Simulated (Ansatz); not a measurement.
`[S]=[Mo]([Cl])([Cl])([Cl])[Cl]`. Charge 0, multiplicity 1. Mo takes the def2 core potential. The structure was optimised at the PBE0-D4/def2-TZVP level.

```xyz
6

S     1.813   -1.013   -0.250
Mo    0.032   -0.018   -0.004
Cl    0.053    1.592   -1.614
Cl   -1.433   -1.135   -1.342
Cl   -0.975   -1.077    1.741
Cl    0.511    1.650    1.469
```

Problem. What is the dipole moment at B3LYP/def2-TZVPP? (Estimate.)

Solution. Ansatz gave: 1.52 D, with components (1.32, -0.74, -0.18) D in this frame, pointing from negative to positive charge.

Problem. And with PBE, r2SCAN, ωB97M-V? (An estimate is asked.)

Solution. Computed: PBE 1.23 D, r2SCAN 1.32 D, ωB97M-V 1.88 D.

Problem. Give the Mulliken charges with B3LYP, ωB97M-V, r2SCAN in def2-TZVPP. (Best estimate.)

Solution. Ansatz gave: 
```tsv
atom	B3LYP	ωB97M-V	r2SCAN
S1	-0.09	0.01	-0.12
Mo2	0.86	0.60	0.90
Cl3	-0.19	-0.15	-0.20
Cl4	-0.19	-0.15	-0.20
Cl5	-0.19	-0.15	-0.20
Cl6	-0.19	-0.15	-0.20
```

B3LYP here is the variant with VWN-RPA as its local correlation; programs differ in this.
